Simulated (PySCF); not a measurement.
B(NMe2)(SiH3)2, SMILES CN(C)B([SiH3])[SiH3] (C2H12BNSi2), GFN2-xTB optimised geometry.

```
18

B      0.34    -1.15     1.46
N     -1.03    -1.23     1.57
C     -1.99    -0.59     0.69
C     -1.75    -1.97     2.60
H     -2.63    -1.34     0.21
H     -2.63     0.09     1.25
H     -1.48    -0.02    -0.09
H     -2.38    -1.29     3.18
H     -2.39    -2.72     2.14
H     -1.06    -2.46     3.27
Si     1.16    -0.09     0.00
H      0.79    -0.54    -1.36
H      2.63    -0.09     0.00
H      0.79     1.34     0.00
Si     1.50    -2.09     2.76
H      2.94    -1.92     2.52
H      1.31    -3.56     2.80
H      1.31    -1.68     4.16
```

Density from CAM-B3LYP/def2-SVP run with PySCF 2.14.0 at that geometry.

Minimum of the electron density along straight lines between bonded atoms, close to the bond critical point (lines longer than 1.1 times the sum of covalent radii, or with two minima, are not listed):

| bond | length / Å | ρ at the minimum / e bohr⁻³ | ∇²ρ there / e bohr⁻⁵ | position (fraction from the first atom) |
|---|---|---|---|---|
| B1–N2 | 1.385 | 0.208 | 0.87 | 0.33 |
| N2–C3 | 1.450 | 0.272 | -0.79 | 0.62 |
| N2–C4 | 1.450 | 0.272 | -0.79 | 0.62 |
| C3–H5 | 1.095 | 0.277 | -1.04 | 0.64 |
| C3–H6 | 1.095 | 0.277 | -1.04 | 0.64 |
| C3–H7 | 1.085 | 0.284 | -1.10 | 0.64 |
| C4–H8 | 1.095 | 0.277 | -1.04 | 0.64 |
| C4–H9 | 1.095 | 0.278 | -1.04 | 0.64 |
| C4–H10 | 1.085 | 0.284 | -1.10 | 0.64 |
| B1–Si11 | 1.976 | 0.114 | 0.09 | 0.62 |
| Si11–H12 | 1.479 | 0.112 | 0.32 | 0.49 |
| Si11–H13 | 1.471 | 0.115 | 0.33 | 0.49 |
| Si11–H14 | 1.479 | 0.112 | 0.32 | 0.49 |
| B1–Si15 | 1.976 | 0.114 | 0.09 | 0.62 |
| Si15–H16 | 1.471 | 0.115 | 0.33 | 0.49 |
| Si15–H17 | 1.479 | 0.112 | 0.32 | 0.49 |
| Si15–H18 | 1.479 | 0.112 | 0.32 | 0.49 |
